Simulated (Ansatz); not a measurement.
The first iterations of a band of AlCl2H3S (7 atoms, charge 0, multiplicity 1).

The calculation used RKS PBE0/6-31G* in Ansatz 0.2.0.

```yaml
movable_images: 5
climbing_image: yes
spring: 5.0 eV/Å²
optimiser: quadratic models (default)
start_path: through a guess of the saddle point
force_threshold: 0.03 eV/Å
iteration_limit: 60
end_points: relaxed
```

First end point:

```xyz
7
Properties=species:S:1:pos:R:3
Al 0.042 0.031 0.017
H -0.101 0.655 1.462
Cl 1.854 0.323 -1.036
Cl -1.712 -0.176 -1.170
S 0.284 -2.427 0.662
H -1.003 -2.775 0.472
H 0.137 -2.273 1.992
```

Last end point:

```xyz
7
Properties=species:S:1:pos:R:3
Al 0.109 -0.837 -0.507
H -0.034 0.347 2.185
Cl 1.828 0.308 -0.797
Cl -1.777 0.010 -0.823
S 0.317 -2.937 -0.008
H -1.014 -3.160 0.001
H 0.070 -0.373 2.349
```

| iteration | highest image above the first end (eV) | largest band force component (eV/Å) |
| --- | --- | --- |
| 1 | 2.490 | 3.195 |
| 2 | 1.323 | 1.505 |
| 3 | 0.909 | 1.073 |

Q: Does the band converge within its limit, and where does its top end?

A: The run converged. It ended after 10 iterations with the highest image 0.809 eV above the first end. A vibrational analysis at the climbing image gives one clearly imaginary mode, 1129i cm⁻¹: a first-order saddle point. The orbitals stay closed-shell, which can raise the energy where a bond breaks towards radicals; this wasn't checked here.

Time of the run: 3.9 min on 1 thread of Arm Neoverse V1, with other jobs on the host, peak memory 0.18 GiB.
